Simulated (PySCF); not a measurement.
HSe, SMILES [SeH], multiplicity 2. Atoms are numbered in the order given.

```xyz
2

Se     0.0000     0.0000    -0.0421
H      0.0000     0.0000     1.4327
```
Charge 0, spin multiplicity 2.

Geometry: B3LYP-D3(BJ)/def2-TZVPD.

Calculation: B3LYP-D3(BJ)/def2-TZVPD in PySCF 2.14.0.

Frequencies are harmonic and unscaled.

Computed harmonic wavenumbers and intensities:
```csv
mode,ν (cm⁻¹),IR (km/mol),moving atoms (share of kinetic energy)
1,2399,11.2,H 99 %
```
